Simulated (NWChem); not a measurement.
# BiF₂ cation; SMILES [F][Bi+][F]

Computed with NWChem. Medium grid unless said otherwise, to which SCAN and Minnesota functionals are sensitive. Structure relaxed at the PBE0/def2-SVP level. def2 effective core potentials on Bi; no spin-orbit coupling. Total energies of different functionals are on different scales.

```json
[
 {"level": "B3LYP/def2-SVP", "energy (Ha)": "-413.9396", "highest occupied level (eV)": "-16.60", "orbital gap (eV)": "5.56"},
 {"level": "PBE/def2-SVP", "energy (Ha)": "-413.7243", "highest occupied level (eV)": "-15.18", "orbital gap (eV)": "3.79"},
 {"level": "BHandHLYP/def2-SVP", "energy (Ha)": "-413.6655", "highest occupied level (eV)": "-18.39", "orbital gap (eV)": "8.25"},
 {"level": "Hartree-Fock/def2-SVP", "energy (Ha)": "-411.9799", "highest occupied level (eV)": "-20.59", "orbital gap (eV)": "12.67"},
 {"level": "MN15-L/def2-SVP", "energy (Ha)": "-413.0446", "highest occupied level (eV)": "-15.75", "orbital gap (eV)": "4.60"},
 {"level": "revPBE/def2-SVP", "energy (Ha)": "-413.8940", "highest occupied level (eV)": "-15.09", "orbital gap (eV)": "3.81"},
 {"level": "BP86/def2-SVP", "energy (Ha)": "-414.0300", "highest occupied level (eV)": "[?]", "orbital gap (eV)": "3.79"},
 {"level": "M06-L/def2-SVP", "energy (Ha)": "-413.9929", "highest occupied level (eV)": "-15.45", "orbital gap (eV)": "4.29"},
 {"level": "M06/def2-SVP", "energy (Ha)": "-413.8517", "highest occupied level (eV)": "-16.93", "orbital gap (eV)": "6.03"}
]
```

Task: Complete the blanks.

Result: 
- BP86/def2-SVP, highest occupied level (eV): -15.32
